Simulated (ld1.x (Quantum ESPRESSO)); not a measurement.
**Before and after: TM potential for Cd**

| Property | Result |
| --- | --- |
| Element | cadmium |
| Generator | ld1.x (Quantum ESPRESSO) 7.5 |
| Type | norm-conserving Troullier–Martins (Kleinman–Bylander form) |
| Functional | PBEsol |
| Relativity | scalar-relativistic |
| Frozen core | [Ar] 3d10 4s2 |
| Valence charge | 18 |
| Reference configuration | 4p6 4d9 5s0 5p0 (charge +3) |
| Partial waves | 5s (bound, empty): rc 2.00 bohr; 4d (bound): rc 1.05 bohr; 4p (bound): rc 1.60 bohr |
| Local potential | the p channel |
| Core correction | none |

All-electron outer shells of the reference configuration (PBEsol, scalar-relativistic, ld1.x):

```json
{"shell": "4s", "level (eV)": "-141.31", "outermost node (bohr)": "0.43", "outermost maximum (bohr)": "0.79"}
{"shell": "4p", "level (eV)": "-102.18", "outermost node (bohr)": "0.43", "outermost maximum (bohr)": "0.84"}
{"shell": "4d", "level (eV)": "-45.81", "outermost node (bohr)": "0.41", "outermost maximum (bohr)": "0.97"}
{"shell": "5s", "level (eV)": "-32.14", "outermost node (bohr)": "1.05", "outermost maximum (bohr)": "2.02"}
{"shell": "5p", "level (eV)": "-24.01", "outermost node (bohr)": "1.16", "outermost maximum (bohr)": "2.38"}
```

Change: all radii scaled by about 1.23 (s 2.46, p 1.98, d 1.30 bohr).

Cutoffs: the cutoffs (Ry, on a coarse ladder) from which the occupation-weighted sum of valence levels, in a spherical-Bessel basis at the reference potential, stays within 10 and 1 mRy of its value at 400 Ry; they do not see the model core or the augmentation charge, which bear on the density cutoff. Errors are all-electron minus pseudo energies relative to the spin-unpolarised reference configuration.

Q: Predict the effect on cutoff, ghosts and configuration errors.

A: The potential gets neither clearly harder nor softer (90 Ry and 120 Ry → 90 Ry and 120 Ry); both files keep a bound ghost (s); of the 7 tests that both files solve, the error grows in 0 and shrinks in 6 by more than 15 % and 0.3 meV (median size 101.5 → 70.9 meV). That the errors move this way runs against the usual rule that smaller radii transfer better.

| quantity | base | changed |
| --- | --- | --- |
| cutoff, loose | 90 Ry | 90 Ry |
| cutoff, tight | 120 Ry | 120 Ry |
| bound ghosts | s | s |
| error for 4p6 4d10 5s2 5p0, meV [ΔE -64.40 eV] | +101 | +71 |
| error for 4p6 4d10 5s1 5p0, meV [ΔE -55.09 eV] | +72 | +51 |
| error for 4p6 4d10 5s0 5p0, meV [ΔE -38.00 eV] | +21 | +17 |
| error for 4p6 4d10 5s1.5 5p0, meV [ΔE -60.67 eV] | +89 | +62 |
| error for 4p6 4d10 5s0 5p1, meV [ΔE -49.25 eV] | +316 | +249 |
| error for 4p6 4d9 5s2 5p1, meV [ΔE -51.76 eV] | +257 | +199 |
| error for 4p5 4d10 5s2 5p0, meV [ΔE 9.73 eV] | -190 | -178 |

 A true bound ghost makes a file unfit for plane-wave use even where its test errors are small: the radial tests pick states by their node count and pass the ghost by.
